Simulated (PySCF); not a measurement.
# Calculated NMR parameters of CC(C)[Si@@H]([SiH3])O[SiH3]

* Formula: C3H14OSi3
* SMILES: CC(C)[Si@@H]([SiH3])O[SiH3]
* Point group of the computed structure: C1
* Degrees of unsaturation: 0
* Carbon signals: 3
* Proton signals: 6

Atom-mapped SMILES (the numbers label the heavy atoms): `[CH3:1][CH:2]([CH3:3])[Si@@H:4]([SiH3:5])[O:6][SiH3:7]` (H(Xn): hydrogen on atom n).

Averaged over atoms made equivalent by symmetry, fast rotation or ring inversion, isolated molecule, a single conformation, non-relativistic. NMR shieldings at KT3/pcSseg-1/GIAO; coordinates at the PBE0-D3(BJ)/def2-SVP level; PySCF 2.14.

δ = σ(ref) − σ, references computed at the same level: ¹H and ¹³C and ²⁹Si against TMS; H2O for ¹⁷O.

| carbon | δC, type | δH (multiplicity) | HMBC from (2–3 bonds) | span of the C tensor (ppm) |
| --- | --- | --- | --- | --- |
| C1 | 20.9, CH3 | 1.27 (m) | H(Si4), H(C2), H(C3) | 31 |
| C2 | 21.5, CH | 1.20 (m) | H(Si4), H(Si5), H(C1), H(C3) | 15 |
| C3 | 17.1, CH3 | 0.89 (d) | H(Si4), H(C1), H(C2) | 34 |

Other nuclei:
```tsv
atoms	nucleus	environment	δ (ppm)	σ (ppm)
H(Si4)	¹H	hydrogen on a silicon bonded to C, O, Si	4.97	26.35
H(Si7)	¹H	hydrogen on a silicon bonded to O	4.97	26.35
H(Si5)	¹H	hydrogen on a silicon bonded to Si	3.29	28.03
Si4	²⁹Si	silicon bonded to C, O, Si, H	6.0	359.5
Si7	²⁹Si	silicon bonded to O, 3 H	-43.0	408.5
Si5	²⁹Si	silicon bonded to Si, 3 H	-108.0	473.5
O6	¹⁷O	oxygen bonded to 2 Si	11.2	317.8
```

1. Carbon types of the structure: 1 × CH, 2 × CH3, leaving 7 H on heteroatoms.
2. δC 21.5: sp3 CH bonded to Si.
3. δC 20.9, 17.1: methyl carbon; aliphatic region, no heteroatom directly attached.
4. δH 3.29: hydrogen on a silicon bonded to Si.
5. δH 1.27, 0.89: hydrogen on a methyl carbon.
6. δH 1.20: hydrogen on an sp3 CH bonded to Si.

Shifts are as computed, not scaled to solution data. Of 1309 compounds with measured shifts, 239 miss one by over three times the rms of a fit or turn the order of signals round; such compounds aren't used in these exercises. Experimental scales use liquid or dissolved standards, which lie at an offset from isolated H2O (liquid H2O: subtract about 36 ppm). No couplings were computed; multiplicities are counted from neighbouring protons, with m where these are inequivalent, close in shift, in a saturated or five-membered ring or joined by F or P, and br s for small geminal =CH2 splittings.
